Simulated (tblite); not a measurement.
Isomers of C4H5F2OS (doublet state). Method: GFN2-xTB as coded in tblite; computed harmonic values from a numerical Hessian at the method's own geometry, unscaled. This tight-binding method is rough: wavenumbers can miss measured ones by several per cent, in bad cases by 10 to 20. One conformer each. Open shells enter through the occupations alone, without spin polarisation, and single modes of such species can be off by tens of per cent.

Electronic energies: GFN2-xTB at the same geometries; isomer energies are rough at this level and their order can be wrong.

| SMILES | electronic energy, lowest = 0 (kcal/mol) |
| --- | --- |
| FC(F)O[C]1CCS1 | 0.0 |
| FC(F)O[C@@H]1C[CH]S1 | 5.7 |
| FC(F)O[C@@H]1[CH]CS1 | 14.8 |
| F[C](F)O[C@H]1CCS1 | 9.3 |

Task: How do GFN2-xTB zero-point energies change the relative energies?

Result: 
```
              SMILES  ZPE (kcal/mol)  of it from modes above 1550 cm⁻¹  electronic (kcal/mol)  with ZPE, lowest = 0 (kcal/mol)  lowest mode (cm⁻¹)  rings
      FC(F)O[C]1CCS1            53.9                              21.2                    0.0                              0.0                  38      1
FC(F)O[C@@H]1C[CH]S1            53.2                              21.1                    5.7                              5.1                  50      1
  F[C](F)O[C@H]1CCS1            53.4                              21.5                    9.3                              8.8                  35      1
FC(F)O[C@@H]1[CH]CS1            52.2                              21.0                   14.8                             13.2                  51      1
```

The zero-point energies span 1.7 kcal/mol, from `FC(F)O[C@@H]1[CH]CS1` to `FC(F)O[C]1CCS1`. The order is unchanged.

Task: What do entropy and thermal enthalpy add at 298.15 K and 1 bar (rigid rotor, harmonic oscillator, one conformer each)?

Result: 
```
              SMILES  point group  symmetry number  S (cal/(mol K))  H − H(0) (kcal/mol)  ZPE + H − H(0) − TS (kcal/mol)
      FC(F)O[C]1CCS1           C1                1             93.6                 5.70                            31.6
FC(F)O[C@@H]1C[CH]S1           C1                1             92.8                 5.71                            31.3
  F[C](F)O[C@H]1CCS1           C1                1             95.1                 5.82                            30.9
FC(F)O[C@@H]1[CH]CS1           C1                1             94.4                 5.88                            30.0
```

S holds R ln(2S + 1) for the spin.
